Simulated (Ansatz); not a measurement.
Bond stretch in AlN, triplet.

- UHF/def2-SVP (Ansatz, a program for electronic structure)
- UMP2 = MP2 on UHF/def2-SVP, frozen core in Ansatz
- UCCSD = CCSD on UHF/def2-SVP, frozen core (Ansatz)
- UKS-PBE0 = unrestricted PBE0/def2-SVP run with Ansatz
- FCI = Ansatz with full CI/def2-SVP, frozen core

All curves are set to zero at 1.96 Å and compared with full CI in the same basis at 1.96, 2.06, 2.24, 2.38, 2.67, 2.99, 3.17, 3.61, 3.96, 4.35 Å.

Problem. Which method stays most parallel to full CI over these points, and which least?

Solution. UCCSD has the smallest spread and UHF the largest. In order (kcal/mol): UCCSD 8.46, UKS-PBE0 9.43, UMP2 10.16, UHF 26.02.

Errors against full CI at some of the points (kcal/mol):

```
method    2.38 Å  2.99 Å  3.96 Å  4.86 Å  7.23 Å
--------  ------  ------  ------  ------  ------
UCCSD        1.0     6.9    -1.0       —       —
UKS-PBE0     0.9     4.4     8.3       —       —
UMP2         4.5     7.3    -1.1       —       —
UHF          1.7   -14.1   -23.6       —       —
```

A dash means that the run gave no value there, or that the column was ended at a point which the program doubted or which failed a test of continuity chosen for this set; such a test can also cut sound points.

The scan ran from 1.44 to 7.23 Å; beyond the distances shown full CI changes its symmetry label. The unrestricted determinant behind UHF, UMP2, UCCSD is spin-contaminated at 2.38 to 7.23 Å (<S²> up to 3.0, against 2.00 for a pure triplet). The unrestricted determinant behind UKS-PBE0 is spin-contaminated at 2.67 to 7.23 Å (<S²> up to 3.0, against 2.00 for a pure triplet).
